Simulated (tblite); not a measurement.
Species: C₃H₁₃BF₂Si₃.
SMILES with atom numbers: `[CH3:1][CH2:2][Si@@H:3]([SiH3:4])[SiH2:5][CH2:6][B:7]([F:8])[F:9]` (hydrogens: H10, H11, H12 on C1; H13, H14 on C2; H15 on Si3; H16, H17, H18 on Si4; H19, H20 on Si5; H21, H22 on C6)

Computed with GFN2-xTB (tblite), gas phase: L-BFGS steps from a force-field or distance-geometry start until the largest atomic force falls under 0.01 eV/Å.

The end geometry, which sets the zero of energy:
```
atom  x, y, z in Å
C1     -1.4015    0.0748    2.2082
C2     -1.5606    0.6644    0.8122
Si3    -1.0577   -0.5414   -0.5918
Si4    -1.0945    0.6266   -2.6060
Si5     0.9541   -1.5979   -0.0735
C6      2.4224   -0.3743   -0.3670
B7      2.2701    0.8353    0.5743
F8      2.7269    0.8650    1.8173
F9      1.5671    1.9165    0.2547
H10    -1.9465   -0.8633    2.2971
H11    -1.7804    0.7606    2.9649
H12    -0.3526   -0.1182    2.4272
H13    -2.6002    0.9675    0.6711
H14    -0.9648    1.5759    0.7436
H15    -2.0967   -1.6014   -0.5735
H16    -0.7639   -0.2560   -3.7303
H17    -2.3893    1.2341   -2.9286
H18    -0.1102    1.7110   -2.6267
H19     1.1428   -2.1277    1.2870
H20     1.2834   -2.7276   -0.9603
H21     3.3427   -0.9224   -0.1863
H22     2.3990   -0.0821   -1.4143
```

Task: These geometries come from the run, each turned onto the end geometry. Order them by energy, lowest first.
A.
```
atom  x, y, z in Å
C1     -1.4528    0.0818    2.1930
C2     -1.5026    0.7056    0.8043
Si3    -1.0513   -0.5370   -0.5831
Si4    -1.1616    0.5459   -2.6407
Si5     0.9872   -1.5718   -0.1173
C6      2.4358   -0.3143   -0.3539
B7      2.3102    0.8245    0.6774
F8      2.7658    0.7470    1.9189
F9      1.6429    1.9482    0.4411
H10    -2.1365   -0.7624    2.2566
H11    -1.7358    0.8048    2.9560
H12    -0.4497   -0.2731    2.4233
H13    -2.5052    1.1034    0.6329
H14    -0.8259    1.5604    0.7712
H15    -2.0903   -1.5914   -0.4831
H16    -0.8504   -0.3864   -3.7301
H17    -2.4684    1.1301   -2.9580
H18    -0.1859    1.6355   -2.7388
H19     1.1893   -2.1740    1.2101
H20     1.3230   -2.6432   -1.0700
H21     3.3637   -0.8669   -0.2334
H22     2.3880    0.0525   -1.3770
```
B.
```
atom  x, y, z in Å
C1     -1.4727    0.0801    2.2172
C2     -1.4792    0.6849    0.8200
Si3    -1.0891   -0.5860   -0.5575
Si4    -1.1237    0.4837   -2.6257
Si5     0.9733   -1.5789   -0.1310
C6      2.3427   -0.2394   -0.4139
B7      2.2882    0.8512    0.6760
F8      2.4901    0.5989    1.9630
F9      1.9800    2.1207    0.4411
H10    -2.1885   -0.7363    2.2891
H11    -1.7348    0.8287    2.9629
H12    -0.4869   -0.3104    2.4605
H13    -2.4510    1.1477    0.6371
H14    -0.7436    1.4905    0.7783
H15    -2.1425   -1.6173   -0.4312
H16    -0.7916   -0.4598   -3.6969
H17    -2.3876    1.1163   -3.0070
H18    -0.1104    1.5404   -2.6776
H19     1.2672   -2.1763    1.1803
H20     1.3341   -2.6268   -1.1016
H21     3.2891   -0.7751   -0.3730
H22     2.2267    0.1827   -1.4108
```
C.
```
atom  x, y, z in Å
C1     -1.4627    0.0805    2.1894
C2     -1.4626    0.6897    0.7990
Si3    -1.0805   -0.6001   -0.5456
Si4    -1.0772    0.4548   -2.5779
Si5     0.9753   -1.5435   -0.1631
C6      2.3330   -0.2211   -0.4348
B7      2.3020    0.8577    0.6583
F8      2.4354    0.6028    1.9509
F9      2.0609    2.1452    0.4528
H10    -2.1774   -0.7378    2.2326
H11    -1.7289    0.8163    2.9470
H12    -0.4829   -0.3216    2.4313
H13    -2.4300    1.1519    0.6034
H14    -0.7293    1.4973    0.7572
H15    -2.1159   -1.6541   -0.4838
H16    -0.7491   -0.5439   -3.5970
H17    -2.3922    1.0375   -2.8315
H18    -0.0489    1.4982   -2.5816
H19     1.1028   -2.1048    1.1879
H20     1.2051   -2.5960   -1.1716
H21     3.2900   -0.7260   -0.4139
H22     2.2225    0.2363   -1.4099
```
D.
```
atom  x, y, z in Å
C1     -1.4581    0.0856    2.2139
C2     -1.4734    0.7002    0.8197
Si3    -1.0477   -0.5410   -0.5776
Si4    -1.1461    0.5283   -2.6452
Si5     0.9921   -1.5772   -0.1253
C6      2.4089   -0.2864   -0.3809
B7      2.2762    0.8227    0.6815
F8      2.6628    0.6736    1.9405
F9      1.6690    1.9832    0.4567
H10    -2.1697   -0.7345    2.2814
H11    -1.7233    0.8261    2.9673
H12    -0.4705   -0.3007    2.4594
H13    -2.4576    1.1365    0.6395
H14    -0.7663    1.5298    0.7918
H15    -2.0958   -1.5872   -0.5051
H16    -0.8349   -0.4262   -3.7153
H17    -2.4472    1.1140   -2.9827
H18    -0.1646    1.6109   -2.7621
H19     1.2170   -2.1771    1.2009
H20     1.3287   -2.6514   -1.0762
H21     3.3536   -0.8157   -0.2898
H22     2.3364    0.1057   -1.3931
```
E.
```
atom  x, y, z in Å
C1     -1.4546    0.0650    2.1795
C2     -1.4521    0.6998    0.7864
Si3    -1.0514   -0.5872   -0.5318
Si4    -1.0651    0.4301   -2.5455
Si5     0.9670   -1.5187   -0.1868
C6      2.3315   -0.2126   -0.4474
B7      2.2726    0.8897    0.6993
F8      2.4558    0.5246    2.0297
F9      2.0621    2.2111    0.3595
H10    -2.1916   -0.7519    2.2278
H11    -1.7296    0.8247    2.9190
H12    -0.4585   -0.3302    2.4303
H13    -2.4436    1.1238    0.5826
H14    -0.6982    1.5007    0.7457
H15    -2.0737   -1.6307   -0.5059
H16    -0.7496   -0.5702   -3.5598
H17    -2.3853    1.0021   -2.7759
H18    -0.0470    1.4772   -2.5427
H19     1.0501   -2.0611    1.1586
H20     1.1573   -2.5776   -1.1744
H21     3.2952   -0.7329   -0.4132
H22     2.1982    0.2437   -1.4355
```

Result: A (0.005 eV), D (0.010 eV), B (0.037 eV), C (0.163 eV), E (0.540 eV).

In the order of the answer:

```json
{"step": "60", "E above end (eV)": "0.005", "largest force (eV/Å)": "0.03", "rms force component (eV/Å)": "0.008", "rms distance from end (Å)": "0.130", "rms bond change (Å)": "0.001", "bond most changed (Å)": "Si3–Si5 +0.002"}
{"step": "40", "E above end (eV)": "0.010", "largest force (eV/Å)": "0.05", "rms force component (eV/Å)": "0.014", "rms distance from end (Å)": "0.161", "rms bond change (Å)": "0.001", "bond most changed (Å)": "Si3–H15 -0.002"}
{"step": "20", "E above end (eV)": "0.037", "largest force (eV/Å)": "0.12", "rms force component (eV/Å)": "0.032", "rms distance from end (Å)": "0.220", "rms bond change (Å)": "0.002", "bond most changed (Å)": "Si3–H15 -0.005"}
{"step": "6", "E above end (eV)": "0.163", "largest force (eV/Å)": "0.56", "rms force component (eV/Å)": "0.124", "rms distance from end (Å)": "0.252", "rms bond change (Å)": "0.013", "bond most changed (Å)": "Si3–Si4 -0.039"}
{"step": "1", "E above end (eV)": "0.540", "largest force (eV/Å)": "2.42", "rms force component (eV/Å)": "0.464", "rms distance from end (Å)": "0.272", "rms bond change (Å)": "0.035", "bond most changed (Å)": "Si3–Si5 -0.081"}
```

What follows is the cost of the whole relaxation. Time: 5.3 s of wall time. Hardware: an Intel Xeon at 2.50 GHz with one thread, on a shared host.
